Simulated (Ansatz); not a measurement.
Born–Oppenheimer molecular dynamics of AlCl$_{2}$H$_{5}$N$_{2}$ (10 atoms, charge 0, multiplicity 1). It starts at the highest image of a converged band, a first-order saddle point between two minima.

These are results of Ansatz, RKS B3LYP-D4/def2-SVP, not measurements.

```json
{
  "ensemble": "NVE (velocity Verlet)",
  "time step": "0.5 fs",
  "steps asked": "200",
  "starting velocities drawn for": "300 K",
  "seed": "11442"
}
```

First frame:

```xyz
10
Properties=species:S:1:pos:R:3
Al -0.066 0.782 0.038
N -0.066 0.003 1.913
H -0.871 -0.622 2.006
H 0.776 -0.515 2.176
N 1.482 0.218 -0.650
H 2.186 -0.353 -0.196
H 1.792 0.443 -1.590
Cl -1.906 -0.074 -0.670
Cl -0.299 2.858 0.545
H -0.185 0.775 2.576
```

Question: How far do the bonds stretch over the last three quarters of this one trajectory? (Pairs bonded in most of those frames.)

Answer: 
```json
{"bond": "Al1–N2", "mean (Å)": "2.035", "spread (Å)": "0.043", "shortest": "1.97", "longest": "2.10"}
{"bond": "Al1–N5", "mean (Å)": "1.801", "spread (Å)": "0.015", "shortest": "1.78", "longest": "1.83"}
{"bond": "Al1–Cl8", "mean (Å)": "2.142", "spread (Å)": "0.017", "shortest": "2.12", "longest": "2.17"}
{"bond": "Al1–Cl9", "mean (Å)": "2.158", "spread (Å)": "0.020", "shortest": "2.13", "longest": "2.19"}
{"bond": "N2–H3", "mean (Å)": "1.025", "spread (Å)": "0.016", "shortest": "1.00", "longest": "1.05"}
{"bond": "N2–H4", "mean (Å)": "1.024", "spread (Å)": "0.016", "shortest": "0.99", "longest": "1.05"}
{"bond": "N2–H10", "mean (Å)": "1.025", "spread (Å)": "0.016", "shortest": "1.00", "longest": "1.05"}
{"bond": "N5–H6", "mean (Å)": "1.025", "spread (Å)": "0.036", "shortest": "0.97", "longest": "1.08"}
{"bond": "N5–H7", "mean (Å)": "1.022", "spread (Å)": "0.036", "shortest": "0.97", "longest": "1.08"}
```

Mean temperature of the second half: 241 K. The conserved energy stayed within 0.45 meV per atom of its start (net change 0.33 meV per atom), so the integration is sound. A run of 0.1 ps of so small a system gives no equilibrium averages. The orbitals stay closed-shell, which can raise the energy where a bond breaks towards radicals; this wasn't checked here.

The run took 11 min on 2 threads of Arm Neoverse V2 (shared host), peak memory 0.24 GiB.
